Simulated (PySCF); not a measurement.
P, charge +1, triplet; PySCF with MP2/6-31G*.

Input for PySCF:
```python
from pyscf import gto, scf, mp

mol = gto.Mole()
mol.atom = '''
    P     0.00000000    0.00000000    0.00000000
'''
mol.basis = '6-31g*'
mol.charge = 1
mol.spin = 2
mol.verbose = 4
mol.cart = True
mol.build()

mf = scf.UHF(mol)
mf.kernel()

pt = mp.MP2(mf)
pt.kernel()
print('E(MP2) = %.10f' % pt.e_tot)
mf.analyze()
```

It wrote (shortened):

```
PySCF version 2.14.0

[INPUT] verbose = 4
[INPUT] num. atoms = 1
[INPUT] num. electrons = 14
[INPUT] charge = 1
[INPUT] spin (= nelec alpha-beta = 2S) = 2
[INPUT] symmetry False subgroup None
[INPUT] Mole.unit = angstrom
[INPUT] Cartesian GTO integrals (6d 10f)
[INPUT] Symbol           X                Y                Z      unit          X                Y                Z       unit  Magmom
[INPUT]  1 P      0.000000000000   0.000000000000   0.000000000000 AA    0.000000000000   0.000000000000   0.000000000000 Bohr   0.0

nuclear repulsion = 0
number of shells = 8
number of NR pGTOs = 52
number of NR cGTOs = 19
basis = 6-31g*
ecp = {}

******** <class 'pyscf.scf.uhf.UHF'> ********
method = UHF
initial guess = minao
damping factor = 0
level_shift factor = 0
DIIS = <class 'pyscf.scf.diis.CDIIS'>
diis_start_cycle = 1
diis_space = 8
diis_damp = 0
SCF conv_tol = 1e-09
SCF conv_tol_grad = None
SCF max_cycles = 50
direct_scf = True
direct_scf_tol = 1e-13
number electrons alpha = 8  beta = 6
Set gradient conv threshold to 3.16228e-05
init E= -340.321850751664

cycle= 1 E= -340.266570119471  delta_E= 0.0553  |g|= 0.22  |ddm|= 0.893
cycle= 2 E= -340.321752862022  delta_E= -0.0552  |g|= 0.0535  |ddm|= 0.61
cycle= 3 E= -340.324506532784  delta_E= -0.00275  |g|= 0.0146  |ddm|= 0.119
cycle= 4 E= -340.324788686323  delta_E= -0.000282  |g|= 0.0031  |ddm|= 0.048
cycle= 5 E= -340.324801545435  delta_E= -1.29e-05  |g|= 0.000222  |ddm|= 0.014
cycle= 6 E= -340.324801601202  delta_E= -5.58e-08  |g|= 3.99e-05  |ddm|= 0.00106
cycle= 7 E= -340.324801603029  delta_E= -1.83e-09  |g|= 3.45e-06  |ddm|= 0.00017
cycle= 8 E= -340.324801603043  delta_E= -1.39e-11  |g|= 4.65e-07  |ddm|= 1.19e-05
Extra cycle  E= -340.324801603043  delta_E= -2.84e-13  |g|= 1.4e-07  |ddm|= 1.15e-06
converged SCF energy = -340.324801603043  <S^2> = 2.0076148  2S+1 = 3.0050722

******** <class 'pyscf.mp.ump2.UMP2'> ********
nocc = (np.int64(8), np.int64(6)), nmo = (19, 19)
E(UMP2) = -340.382983103422  E_corr = -0.0581815003781003
E(SCS-UMP2) = -340.385620970102  E_corr = -0.0608193670585225
E_corr(same-spin) = -0.0103828077636898
E_corr(oppo-spin) = -0.0477986926144104
E(MP2) = -340.3829831034
**** SCF Summaries ****
Total Energy =                        -340.324801603043397
Nuclear Repulsion Energy =               0.000000000000000
One-electron Energy =                 -465.764918594342419
Two-electron Energy =                  125.440116991299050
Two-electron Coulomb Energy =          147.802336527817232
DFT Exchange-Correlation Energy =      -22.362219536518182
**** MO energy ****
                             alpha | beta                alpha | beta
MO #1   energy= -80.3788519525736  | -80.3631609137744  occ= 1 | 1
MO #2   energy= -7.92070276801665  | -7.90337198956266  occ= 1 | 1
MO #3   energy= -5.82024480746659  | -5.7984472217187   occ= 1 | 1
MO #4   energy= -5.82024480746659  | -5.77799703451941  occ= 1 | 1
MO #5   energy= -5.80583197172499  | -5.7779970345194   occ= 1 | 1
MO #6   energy= -1.13701295383537  | -0.933363036054486 occ= 1 | 1
MO #7   energy= -0.723729295150116 | -0.307439726003996 occ= 1 | 0
MO #8   energy= -0.723729295150112 | -0.251113737907636 occ= 1 | 0
MO #9   energy= -0.341916246548429 | -0.251113737907628 occ= 0 | 0
MO #10  energy= 0.0789590206763759 | 0.114441511988827  occ= 0 | 0
MO #11  energy= 0.157326542786597  | 0.198676937897129  occ= 0 | 0
MO #12  energy= 0.157326542786606  | 0.236488824884149  occ= 0 | 0
MO #13  energy= 0.186214571220053  | 0.236488824884158  occ= 0 | 0
MO #14  energy= 0.489956795788369  | 0.593255532451363  occ= 0 | 0
MO #15  energy= 0.489956795788369  | 0.606767856072136  occ= 0 | 0
MO #16  energy= 0.518740460634506  | 0.606767856072142  occ= 0 | 0

To work with the spin densities directly, `use mulliken_meta_spin()` only printing them here.

 ** Mulliken spin pop alpha/beta on meta-lowdin orthogonal AOs **
 ** Mulliken Spin Density (per AO)  **
spin_pop of  0  P 1s       -0.00000
spin_pop of  0  P 2s       -0.00015
spin_pop of  0  P 3s       -0.00185
spin_pop of  0  P 4s        0.00215
spin_pop of  0  P 2px       0.00003
spin_pop of  0  P 2py      -0.00001
spin_pop of  0  P 2pz       0.00003
spin_pop of  0  P 3px       0.95995
spin_pop of  0  P 3py       0.03204
spin_pop of  0  P 3pz       0.99179
spin_pop of  0  P 4px       0.00783
spin_pop of  0  P 4py       0.00026
spin_pop of  0  P 4pz       0.00809
spin_pop of  0  P 3dxx     -0.00050
spin_pop of  0  P 3dxy     -0.00001
spin_pop of  0  P 3dxz     -0.00000
spin_pop of  0  P 3dyy      0.00092
spin_pop of  0  P 3dyz     -0.00000
spin_pop of  0  P 3dzz     -0.00056
 ** Mulliken Spin Density (per atom)  **
spin density of  0 P =      2.00000
 ** Mulliken pop alpha/beta on meta-lowdin orthogonal AOs **
 ** Mulliken pop       alpha | beta **
pop of  0  P 1s        0.99999 | 0.99999
pop of  0  P 2s        0.99915 | 0.99931
pop of  0  P 3s        0.99305 | 0.99490
pop of  0  P 4s        0.00585 | 0.00370
pop of  0  P 2px       1.00000 | 0.99997
pop of  0  P 2py       0.99995 | 0.99995
pop of  0  P 2pz       1.00000 | 0.99997
pop of  0  P 3px       0.95997 | 0.00003
pop of  0  P 3py       0.03208 | 0.00004
pop of  0  P 3pz       0.99181 | 0.00003
pop of  0  P 4px       0.00783 | 0.00000
pop of  0  P 4py       0.00027 | 0.00000
pop of  0  P 4pz       0.00809 | 0.00000
pop of  0  P 3dxx      0.00009 | 0.00059
pop of  0  P 3dxy      0.00017 | 0.00018
pop of  0  P 3dxz      0.00000 | 0.00000
pop of  0  P 3dyy      0.00157 | 0.00065
pop of  0  P 3dyz      0.00000 | 0.00000
pop of  0  P 3dzz      0.00012 | 0.00068
In total             8.00000 | 6.00000
 ** Mulliken atomic charges   ( Nelec_alpha | Nelec_beta ) **
charge of  0P =      1.00000  (     8.00000      6.00000 )

WARN: System has nonzero charge 1; the dipole moment is origin-dependent.
Location of origin: [0. 0. 0.]

Dipole moment(X, Y, Z, Debye): -0.00000,  0.00000, -0.00000
```
